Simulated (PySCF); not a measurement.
**Lead: highly charged ions in a basis for the neutral atom**

Pb²⁰⁺ [Kr] 4d10 4f14 5s2. Calculation: PySCF 2.14, in cc-pVDZ-PP with ECP60MDF (4s3p2d, 23 functions); scalar relativity through the core potential. No spin-orbit coupling, so a gap to NIST mixes the basis error with missing relativistic terms.

Changed run: basis of the neutral atom used for a highly charged ion. This setting is unsound on purpose.

```json
{"species": "Pb²⁰⁺", "method": "UHF", "sound run (hartree)": "not run", "changed run (hartree)": "-42.39301", "converged": "yes"}
{"species": "Pb²⁰⁺", "method": "MN15", "sound run (hartree)": "not run", "changed run (hartree)": "-42.64646", "converged": "yes"}
{"species": "Pb²⁰⁺", "method": "r2SCAN", "sound run (hartree)": "not run", "changed run (hartree)": "-42.50295", "converged": "yes"}
```

The contracted functions were made for the neutral atom and can be too rigid for a highly charged ion.
